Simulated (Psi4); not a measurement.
**Which level was it?**

CrO2F2 has 5 atoms, charge 0, and is taken as a singlet. As SMILES, `[O]=[Cr](=[O])([F])[F]`. Geometry: optimised at PBE0/def2-TZVP.

```tsv
atom	x (Å)	y (Å)	z (Å)
O	-0.5316	-0.4188	1.4326
Cr	0.0261	-0.0519	0.0513
O	1.3261	-0.8366	-0.1682
F	-1.1015	-0.4665	-1.1490
F	0.3482	1.6144	-0.0098
```

A calculation with Psi4 1.11 gave:

```yaml
total_energy: -1394.2659 Eh
dipole_moment: 0.10 D
lowest_harmonic_wavenumber: 236 cm⁻¹
highest_harmonic_wavenumber: 1152 cm⁻¹
zero-point_energy: 33.3 kJ/mol
entropy: 71.8 cal/(mol K)
```

Problem. Which of these levels gave the numbers?
A. MP2/def2-QZVPP (density fitting, density fitting for correlation)
B. PBE0-D4/def2-TZVPP (density fitting)
C. PBE0-D4/def2-TZVP (density fitting)
D. CCSD(T)/def2-TZVPP (density fitting, density fitting for correlation)

Solution. C. The others give -1394.2725 Eh (PBE0-D4/def2-TZVPP (density fitting)), -1393.9230 Eh (MP2/def2-QZVPP (density fitting, density fitting for correlation)), -1393.6369 Eh (CCSD(T)/def2-TZVPP (density fitting, density fitting for correlation)).
